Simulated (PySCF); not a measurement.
C5H2F8: full NMR table

```yaml
Formula: C5H2F8
SMILES: C=C(F)C(F)(F)C(F)(F)C(F)(F)F
Point_group_of_the_computed_structure: C1
Degrees_of_unsaturation: 1
Carbon_signals: 5
Proton_signals: 2
```

Bonds (- single, = double, # triple, : aromatic): C1=C2 1.317 Å, C2-F3 1.340 Å, C2-C4 1.518 Å, C4-F5 1.353 Å, C4-F6 1.352 Å, C4-C7 1.562 Å, C7-F8 1.344 Å, C7-F9 1.346 Å, C7-C10 1.556 Å, C10-F11 1.335 Å, C10-F12 1.330 Å, C10-F13 1.325 Å. C1 carries H14, H15. H14 is cis to F3; H15 is trans to F3.

- σ from GIAO-PBE0/pcSseg-1
- geometry: GFN2-xTB
- program: PySCF
- in vacuum, a single conformation, one averaged value for each set of equivalent atoms, non-relativistic Hamiltonian

References, each an isolated molecule treated in the same way: $^{1}$H (σ = 31.72 ppm), $^{13}$C (σ = 186.93 ppm) vs TMS; CFCl3 for $^{19}$F (σ = 170.95 ppm).

```tsv
carbon	δC, type	δH (multiplicity)	HMBC from (2–3 bonds)	span of the C tensor (ppm)
C1	106.2, CH2	H14 5.70 (m); H15 5.79 (m)	–	200
C2	167.0, C	–	H15, H14	159
C4	117.0, C	–	H15, H14	31
C7	117.4, C	–	–	28
C10	127.3, C	–	–	18
```

Other nuclei:
```tsv
atoms	nucleus	environment	δ (ppm)	σ (ppm)
F11/F12/F13	$^{19}$F	fluorine of a CF3 group	-93.0	263.9
F3	$^{19}$F	vinylic fluorine	-116.0	287.0
F5/F6	$^{19}$F	fluorine of a CF2 group	-134.8	305.8
F8/F9	$^{19}$F	fluorine of a CF2 group	-145.4	316.4
```

- Carbon types of the structure: 4 × C, 1 × CH2, which accounts for all hydrogens.
- δC 167.0: fully substituted alkene carbon.
- δC 127.3: CF3 carbon; 3 electronegative neighbours deshield it.
- δC 117.4: fully substituted sp3 carbon bonded to 2 F; 2 electronegative neighbours deshield it.
- δC 117.0: allylic fully substituted sp3 carbon bonded to 2 F; 2 electronegative neighbours deshield it.
- δC 106.2: terminal =CH2 carbon; the olefinic region.

Splittings by $^{19}$F in the carbon and heteronuclear signals aren't shown, as no couplings were computed. Shifts are as computed. Against solution values, carbons near 30 ppm lie about +3 ppm off and those near 130 ppm about +5 ppm. Of 1211 compounds with measured shifts, 218 miss one by over three times the rms of a fit or turn the order of signals round; such compounds aren't used in these exercises. Unscaled 19F shifts against computed CFCl3 carry errors that often reach 10 to 50 ppm. Multiplicities follow the n + 1 count of equivalent neighbours, as no J values were calculated; m marks all less simple cases, F and P coupling included.
